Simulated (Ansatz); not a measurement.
Reaction (ligand exchange at the Si–C bond): `C[Si](F)(F)Cl` + HI → `F[Si](F)(Cl)I` + CH₄

Program: Ansatz. Geometries: PBE0-D4/def2-TZVP. ΔE: electronic, gas phase. CCSD(T)/CBS is the MP2 limit (def2-TZVPP, def2-QZVPP) plus CCSD(T) − MP2 in def2-TZVPP, frozen cores. This one scheme is used for every species. Functionals use def2-TZVPP. B3LYP here is the variant with VWN-RPA as its local correlation; programs differ in this. HSE06 is defined as in plane-wave codes. def2 core potentials past Kr. For I outer-core shells are correlated without core-valence functions, which leaves a few kJ/mol of doubt a bond.

```tsv
level	ΔE (kJ/mol)	difference from CCSD(T)/CBS
LDA (SPW92)	-53.3	8.0
PBE-D4	-62.3	-1.0
revPBE-D4	-62.7	-1.4
BLYP-D4	-60.6	0.7
r2SCAN-D4	-60.6	0.7
B97M-V	-56.7	4.6
PBE0-D4	-60.7	0.6
B3LYP-D4	-59.7	1.6
r2SCANh-D4	-60.3	1.0
r2SCAN0-D4	-59.8	1.5
HSE06-D4	-61.1	0.2
BHLYP-D4	-60.9	0.4
CAM-B3LYP-D4	-53.6	7.7
ωB97X-V	-56.3	5.0
PBE-QIDH	-60.0	1.3
PBE	-59.9	1.4
revPBE	-61.2	0.1
BLYP	-56.1	5.2
r2SCAN	-60.4	0.9
PBE0	-58.6	2.7
B3LYP	-55.3	6.0
r2SCANh	-60.0	1.3
r2SCAN0	-59.4	1.9
HSE06	-58.9	2.4
BHLYP	-54.1	7.2
CAM-B3LYP	-51.0	10.3
LC-ωPBE	-53.4	7.9
RPA@PBE/def2-TZVPP	-49.4	11.9
HF/def2-SVP	-45.0	16.3
CCSD/def2-SVP	-46.2	15.1
CCSD(T)/def2-SVP	-47.5	13.8
MP2/def2-TZVPP	-62.8	-1.5
SCS-MP2/def2-TZVPP	-58.9	2.4
CCSD/def2-TZVPP	-50.7	10.6
CCSD(T)/def2-TZVPP	-52.5	8.8
HF/def2-QZVPP	-54.0	7.3
MP2/def2-QZVPP	-68.1	-6.8
SCS-MP2/def2-QZVPP	-63.7	-2.4
HF/CBS(def2)	-54.1	7.2
MP2/CBS(def2)	-71.6	-10.3
CCSD(T)/CBS	-61.3	0
```

Largest T1 diagnostic among the species: 0.011.

At CCSD(T), def2-SVP lies +13.8 kJ/mol from the extrapolated value and def2-TZVPP +8.8 kJ/mol. Leaving LDA and LC-ωPBE aside and taking each functional with its dispersion term where it has one, the values spread over 9.1 kJ/mol, from revPBE-D4 to CAM-B3LYP-D4. LDA lies +6.5 kJ/mol from PBE without D4. The D4 term adds −4.4 kJ/mol with B3LYP and −2.2 kJ/mol with PBE0; it sums over pairs of atoms, weighted by their polarisabilities, and B3LYP, whose exchange is more repulsive, gets the larger term.
